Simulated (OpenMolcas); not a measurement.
Yb3+ among 6 point charges of -1 e arranged as a tetragonal octahedron (D4h), 3.15 Å from the ion, with the axial distance 3.024 Å.
```
   3.1500    0.0000    0.0000  -1.00
   0.0000    3.1500    0.0000  -1.00
  -3.1500    0.0000    0.0000  -1.00
   0.0000   -3.1500    0.0000  -1.00
   0.0000    0.0000    3.0240  -1.00
   0.0000    0.0000   -3.0240  -1.00
```

* Program: OpenMolcas 26.06
* Method: SS-CASPT2, IPEA 0.25 Eh, imaginary shift 0.1 Eh (closed shells correlated: 5s 5p)
* Basis: ANO-RCC-VDZP [7s6p4d2f1g]
* Scalar Hamiltonian: DKH2, point nucleus
* Active space: 13 electrons in 7 orbitals (4f)
* State averaging: 2S+1 = 2 odd, 7 roots
* Spin-orbit coupling: state interaction with AMFI integrals over the reference wave functions

Q: What is the spin-free ground state (labels of D4, the rotations of D4h)?

A: 2E, 2-fold in its orbital part, 100 % from free-ion F terms; it has the highest spin that f13 allows.

Q: Where is the first state of the same spin?

A: 2A2 at 8.17 cm-1 above the ground state.

Q: What are the lowest two levels with spin-orbit coupling?

A: A 2-fold level E1/2 with g = 0.85, 4.42, 4.42, then a 2-fold level E3/2 47 cm-1 above it. Their leading multiplicities are 2 (100 %) and 2 (100 %).

Q: What is χT at 300 K, and how does it compare with the textbook value?

A: Hund's rules give f13 the level 2F7/2 with g = 1.143, so an isolated free-ion multiplet has χT = g² J(J+1) / 8 = 2.571 cm3 K/mol. The computed 2.559 at 300 K differs by 0 %, through the field's splitting, the mixing of terms and any other multiplet in reach.

This is an electrostatic model: the charges have no orbitals. No measured value stands beside these numbers.
